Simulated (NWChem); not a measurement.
System: CH$_{4}$AlF$_{2}$N; SMILES [NH](C)[Al]([F])[F]

The following NWChem deck was run.

```
start job
memory heap 200 mb stack 900 mb global 1100 mb
geometry units angstroms noautoz
  Al     0.013361    -0.549542     0.000000
  F      0.997146    -1.897566     0.000000
  F     -1.644280    -0.751945     0.000000
  N      0.704055     1.076575     0.000000
  C     -0.018263     2.340264     0.000000
  H      1.720514     1.195160     0.000000
  H      0.203206     2.962409    -0.897387
  H      0.203206     2.962409     0.897387
  H     -1.110824     2.151721     0.000000
end
basis spherical
  Al library def2-svp
  F library def2-svp
  N library def2-svp
  C library def2-svp
  H library def2-svp
end
dft
  xc scan
  iterations 150
  mulliken
end
task dft energy
```

All runs use the structure optimised with PBE-D3(BJ)/def2-SVP.

Question: Predict the main results of this run. (SCAN/def2-SVP.) Quantities: energy (Ha); highest occupied level (eV); orbital gap (eV); dipole (D).

Answer: 
```
Property                      Result
---------------------------  -------
energy (Ha)                  -537.16
highest occupied level (eV)    -5.99
orbital gap (eV)                5.08
dipole (D)                      2.61
```
